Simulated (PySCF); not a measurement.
From one molecule to another.

First species: C₅H₆F₂O.
Bonds: C1–C2 (double), C2–O3, O3–C4, C4–C5 (double), C4–C6, C6–F7, C6–F8. Hydrogens: H9, H10 on C1; H11 on C2; H12, H13 on C5; H14 on C6.

Second species: C8H10O2.
Structure used (GFN2-xTB), in Å, numbered top down from 1:
```xyz
20
C8H10O2 angstrom
C      4.0341   -0.6229   -1.6138
C      3.1126   -0.5274   -0.8497
C      2.0222   -0.4384    0.0887
O      2.0611   -0.9372    1.1846
C      0.8450    0.3389   -0.4766
C     -0.2433    0.5248    0.5403
C     -0.4261    1.6571    1.1986
C     -1.0964   -0.7005    0.7599
O     -1.7004   -1.1654   -0.4324
C     -2.7407   -0.3384   -0.8880
H      4.8341   -0.7006   -2.2909
H      1.2120    1.2953   -0.8562
H      0.4606   -0.2413   -1.3222
H      0.2038    2.5168    1.0402
H     -1.2052    1.7661    1.9338
H     -1.8611   -0.5001    1.5232
H     -0.4604   -1.5230    1.1013
H     -3.5455   -0.2711   -0.1454
H     -2.3857    0.6750   -1.1111
H     -3.1260   -0.7968   -1.7970
```

Levels: PBE0/pcSseg-1 for dipole moment, HOMO energy, LUMO energy and HOMO–LUMO gap; GFN2-xTB for rotational constant A and rotational constant C. Geometries: GFN2-xTB. Each species is one conformer at its optimised geometry, gas phase, non-relativistic unless stated. Electronic properties by PySCF.

Dipoles, sizes and rotational constants follow the conformer. The torsions of the flexible species, by atom-mapped SMILES:
- `[CH2:1]=[CH:2][O:3][C:4](=[CH2:5])[CH:6]([F:7])[F:8]`: C1–C2–O3–C4 -16°, C2–O3–C4–C5 133°, O3–C4–C6–F7 121°
- `[CH:1]#[C:2][C:3](=[O:4])[CH2:5][C:6](=[CH2:7])[CH2:8][O:9][CH3:10]`: C2–C3–C5–C6 -175°, C3–C5–C6–C7 102°, C5–C6–C8–O9 -57°, C6–C8–O9–C10 -72°

Values for the first species:

```
Dipole moment         : 1.59 D
HOMO energy           : -7.17 eV
LUMO energy           : -0.56 eV
HOMO–LUMO gap         : 6.61 eV
Rotational constant A : 3.021 GHz
Rotational constant C : 1.312 GHz
```

Q: Estimate the same properties for the second species, and the change in each.

A: 
```json
{"property": "dipole moment", "first": "1.59 D", "second": "3.06 D", "second less first": "+1.47 D"}
{"property": "HOMO energy", "first": "-7.17 eV", "second": "-7.54 eV", "second less first": "-0.37 eV"}
{"property": "LUMO energy", "first": "-0.56 eV", "second": "-1.76 eV", "second less first": "-1.20 eV"}
{"property": "HOMO–LUMO gap", "first": "6.61 eV", "second": "5.78 eV", "second less first": "-0.83 eV"}
{"property": "rotational constant A", "first": "3.021 GHz", "second": "2.342 GHz", "second less first": "-0.679 GHz"}
{"property": "rotational constant C", "first": "1.312 GHz", "second": "0.659 GHz", "second less first": "-0.653 GHz"}
```

On the first: The dipole matches unit charges of opposite sign 0.33 Å apart (1 e·Å = 4.8032 D). A dipole of 1.59 D is allowed in C1, and pure rotational transitions are dipole-allowed.

On the second: The dipole equals about 10.2 × 10⁻³⁰ C·m (1 D = 3.33564 × 10⁻³⁰ C·m).
